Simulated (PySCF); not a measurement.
Molecule: `O(C)CC(C)(C)C`, C6H14O.

Atoms are numbered as in `[CH3:1][O:2][CH2:3][C:4]([CH3:5])([CH3:6])[CH3:7]` (H(Xn): hydrogen on atom n).

Geometry PBE0-D3(BJ)/def2-SVP throughout; GIAO in PySCF, gas phase, one conformer, non-relativistic; equivalent atoms averaged; functional PBE0.

For orientation, 6-31G* gives these absolute shieldings σ: C3 115.2, C1 137.8, C4 164.1, C5/C6/C7 167.3, O2 317.7, H(C1) 28.70, H(C3) 29.00, H(C5)/H(C6)/H(C7) 30.99 ppm.

A run gave: C3 112.7, C1 137.4, C4 164.0, C5/C6/C7 166.1, O2 320.0, H(C1) 28.21, H(C3) 28.64, H(C5)/H(C6)/H(C7) 30.51 ppm (absolute shieldings σ).

Problem. Which basis set was used in that run?
A. pcSseg-0
B. pcSseg-1
C. def2-TZVP
D. 6-311+G(2d,p)
E. def2-SVP

Solution. E. C3 tells them apart best: def2-SVP gives 112.7, def2-TZVP gives 101.4, pcSseg-0 gives 105.4, 6-311+G(2d,p) gives 103.3, pcSseg-1 gives 99.7 ppm.
